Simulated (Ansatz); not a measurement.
`F[SiH]([GaH2])[SeH]` + `[GeH3][TeH]` → `[GaH2][Te][GeH3]` + `F[SiH2][SeH]` at 400 K and 1 bar (cleavage of the Ga–Si bond).

Program: Ansatz. Geometries: PBE0-D4/def2-TZVP. ΔE: electronic, gas phase. CBS: MP2 limit from def2 TZ/QZ plus the TZ coupled-cluster correction, frozen cores. def2 core potentials past Kr. For Ga, Ge, Se, Te outer-core shells are correlated without core-valence functions, which leaves a few kJ/mol of doubt a bond. Scalar relativity is left out up to krypton. One conformer a species, not always the lowest.

```
              species  CCSD(T)/CBS energy (Eh)  H − E (kJ/mol)  S (J/(mol·K))
`F[SiH]([GaH2])[SeH]`              -4715.99501           123.8          416.0
        `[GeH3][TeH]`              -2346.24724           101.5          333.5
   `[GaH2][Te][GeH3]`              -4270.82186           131.7          414.8
       `F[SiH2][SeH]`              -2791.46485            97.7          328.5
```

H − E and S are ideal-gas, rigid-rotor, harmonic terms from PBE0-D4/def2-TZVP, for one conformer and one mirror image of each species. 1 Eh = 2625.50 kJ/mol, R = 8.31446 J/(mol·K).

Question: By hand: ΔE, ΔH, ΔS and ΔG.

Answer: ΔE = (-4270.82186) + (-2791.46485) − (-4715.99501) − (-2346.24724) = -0.04446 Eh = -116.7 kJ/mol. Δ(H − E) = 131.7 + 97.7 − 123.8 − 101.5 = 4.1, so ΔH = -112.6 kJ/mol. ΔS = 414.8 + 328.5 − 416.0 − 333.5 = -6.2 J/(mol·K). ΔG = -112.6 − 400 × (-6.2)/1000 = -110.1 kJ/mol.

Question: By hand: the equilibrium constant, and the temperature at which ΔG would vanish if ΔH and ΔS stayed fixed.

Answer: log₁₀ K = −ΔG/(RT ln 10) = 14.4. ΔG = 0 at ΔH/ΔS = 18161 K, far beyond where these terms or the molecules hold.

The number of gas molecules stays the same, so ΔS is small and ΔH decides. A doubt of 5 kJ/mol in ΔE shifts log₁₀ K by 0.7 here. Other conformers and mirror images would add mixing entropy, several J/(mol·K) or more a flexible species. Modes under 60 cm⁻¹, often nearly free rotors, make the harmonic entropy too high. These are equilibria of isolated gas molecules and say nothing of rates. Largest T1 diagnostic: 0.012 (customary marks: 0.02 for closed shells, 0.045 for open ones).
